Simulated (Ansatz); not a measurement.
CH₃ClZn, SMILES `Cl[CH2][ZnH]` from Hartree–Fock to CCSD(T)

Cartesian coordinates in Å:
```
Cl 1.210 -1.438 0.574
C 0.065 -0.508 -0.466
Zn -0.381 1.096 0.559
H 0.582 -0.318 -1.406
H -0.779 -1.168 -0.668
H -0.696 2.337 1.408
```

Total charge 0; spin multiplicity 1. For Zn the d shell is correlated and the shells below it are frozen. Scalar relativity is left out up to krypton. The geometry is a stationary point of PBE0-D4/def2-TZVP. Frozen core, restricted reference, Ansatz.

```
     basis      HF (Eh)  MP2 corr.  CCSD corr.       (T)  CCSD(T) total
  def2-SVP  -2276.46278   -0.58668    -0.59514  -0.01619    -2277.07411
def2-TZVPP  -2276.91257   -0.88197    -0.86500  -0.03132    -2277.80889
def2-QZVPP  -2276.96859   -0.94909           –         –              –
```
